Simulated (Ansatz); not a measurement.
Consider the homolysis of the C–N bond: `[CH3][AlH][CH2]N[SiH3]` → `[CH2][AlH][CH3]`• + `[NH][SiH3]`•.

Program: Ansatz. Geometries: PBE0-D4/def2-TZVP. ΔE: electronic, gas phase. CBS: MP2 limit from def2 TZ/QZ plus the TZ coupled-cluster correction, frozen cores. Functionals use def2-TZVPP. Open shells (•) are unrestricted, without spin–orbit coupling. Each species was taken in one conformer, which may not be the lowest.

`[CH3][AlH][CH2]N[SiH3]`:

Cartesian coordinates in Å:
```
C 1.604 1.137 -1.296
Al 1.047 -0.530 -0.437
C 0.310 -0.413 1.422
N -1.053 0.123 1.297
Si -1.945 -0.418 -0.041
H 1.030 1.995 -0.936
H 1.511 1.097 -2.385
H 2.660 1.339 -1.078
H 1.469 -1.946 -1.041
H 0.339 -1.362 1.972
H 0.929 0.298 1.985
H -1.497 0.431 2.148
H -2.515 -1.795 -0.015
H -3.006 0.530 -0.462
H -0.883 -0.488 -1.133
```

`[CH2][AlH][CH3]`•:

Z-matrix (Å, degrees):
```
C
Al 1 1.952
H 1 1.093 2 113.1
H 1 1.095 2 111.1 3 121.6
H 1 1.096 2 110.6 3 -120.8
C 2 1.929 1 121.1 3 4.7
H 2 1.591 1 120.7 3 -175.5
H 6 1.089 2 124.1 1 179.6
H 6 1.090 2 124.3 1 -0.3
```

`[NH][SiH3]`•:

Cartesian coordinates in Å:
```
N 0.487 -1.268 -0.138
Si -0.220 0.296 0.217
H 0.974 -1.271 -1.037
H -1.118 0.734 -0.890
H 0.871 1.301 0.371
H -0.994 0.208 1.477
```

| level | ΔE (kcal/mol) | difference from CCSD(T)/CBS |
| --- | --- | --- |
| LDA (SPW92) | 109.6 | 21.4 |
| B97M-V | 82.1 | -6.1 |
| B2PLYP | 82.0 | -6.2 |
| revPBE | 76.9 | -11.3 |
| BLYP | 74.5 | -13.7 |
| PBE0 | 84.0 | -4.2 |
| r2SCANh | 79.3 | -8.9 |
| r2SCAN0 | 78.9 | -9.3 |
| CAM-B3LYP | 80.9 | -7.3 |
| HF/def2-SVP | 50.8 | -37.4 |
| MP2/def2-SVP | 92.0 | 3.8 |
| CCSD(T)/def2-SVP | 85.6 | -2.6 |
| MP2/def2-TZVPP | 93.2 | 5.0 |
| SCS-MP2/def2-TZVPP | 88.7 | 0.5 |
| CCSD(T)/def2-TZVPP | 85.1 | -3.1 |
| SCS-MP2/def2-QZVPP | 90.6 | 2.4 |
| CCSD(T)/CBS | 88.2 | 0 |

Largest T1 diagnostic among the species: 0.015.

At CCSD(T), def2-SVP lies −2.6 kcal/mol from the extrapolated value and def2-TZVPP −3.1 kcal/mol. In def2-TZVPP, CCSD(T) changes the Hartree–Fock value by +38.6 kcal/mol (the triples alone add +3.8 kcal/mol) and MP2 by +46.7 kcal/mol; breaking electron pairs costs correlation energy, which Hartree–Fock lacks.

CCSD(T)/CBS has its own doubt, a few kJ/mol and more with outer-core shells, so smaller differences from it don't rank the levels.
